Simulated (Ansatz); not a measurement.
Breaking the Te1–I3 bond in HITe (SMILES [TeH]I) (multiplicity 1 held, fragments rigid). Energies count from the point at 2.725 Å.
Geometry at that point (charge 0, multiplicity 1):
```xyz
3

Te     0.443     0.908     0.913
H      0.695     2.078    -0.244
I     -0.448    -0.930    -0.891
```

Restricted levels (R-, RO-) in cc, def2 and unpolarised 6-31G sets keep to the state of the molecule at rest. U- levels take the lowest unrestricted solution at each point, which mixes spins at long bonds. Curves can end on different states.

Correlated levels freeze the cores. Filled d and f shells under p-block atoms count as core.

Run with Ansatz (Gaussian basis) for Hartree–Fock, density functionals and correlated methods. Values without a source in brackets are computed. In def2 rows elements past Kr take small-core potentials, without spin–orbit coupling.

Energies in kcal/mol.

| R (Å) | R-PBE/def2-TZVPP | R-wB97X-V/def2-TZVPP | U-wB97X-V/def2-TZVPP | U-CCSD/def2-TZVPP |
|---|---|---|---|---|
| 2.180 | 68.8 | 64.4 | 64.4 | 72.5 |
| 2.453 | 11.1 | 8.5 | 8.5 | 11.8 |
| 2.725 | 0.0 | 0.0 | 0.0 | 0.0 |
| 2.998 | 6.0 | 9.3 | 9.3 | 6.7 |
| 3.271 | 17.2 | 24.1 | 24.1 | 19.9 |
| 3.679 | 33.9 | 46.6 | 38.8 | 34.1 |
| 4.088 | 46.6 | 65.2 | 44.5 | 39.0 |
| 4.770 | 59.0 | 86.5 | 47.0 | 40.4 |
| 5.451 | 64.6 | 99.0 | 47.9 | 41.0 |
| 6.269 | 67.2 | 107.5 | 48.3 | 41.2 |
| 7.359 | 68.3 | 113.7 | 48.5 | 41.4 |
| 8.722 | 68.6 | 118.1 | 48.5 | 41.4 |

Doubts at one or more of the structures used: a restricted determinant that unrestricted orbitals would lower (R-PBE/def2-TZVPP, R-wB97X-V/def2-TZVPP); a spin-contaminated determinant (U-wB97X-V/def2-TZVPP, U-CCSD/def2-TZVPP); T1 above 0.05 (U-CCSD/def2-TZVPP); the program's own flag: other amplitudes (U-CCSD/def2-TZVPP).

Ansatz is a first-principles code.
